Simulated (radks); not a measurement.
Valence configurations of the phosphorus ion P3+ (all share [Ne]). Calculated with a radial shooting solver on a logarithmic mesh with Libxc functionals: scalar-relativistic Kohn-Sham, r2SCAN, spin-polarised, spherical densities, finite nucleus; open shells are filled with parallel spins first; meta-GGA in the generalised Kohn-Sham scheme; Fermi nuclear charge, rms radius 3.1889 fm. Order these by energy: 3s1.5 3p0.5; 3s1 3p1; 3p2; 3s0.5 3p1.5; 3s2.

Answer. From the lowest, in eV above it: 3s2 0.000; 3s1.5 3p0.5 4.749; 3s1 3p1 7.935; 3s0.5 3p1.5 13.429; 3p2 18.893. NIST lists [Ne] 3s2 as the ground configuration; this level of theory agrees among the configurations tried. The energies are those of spherical high-spin densities, not of single terms.
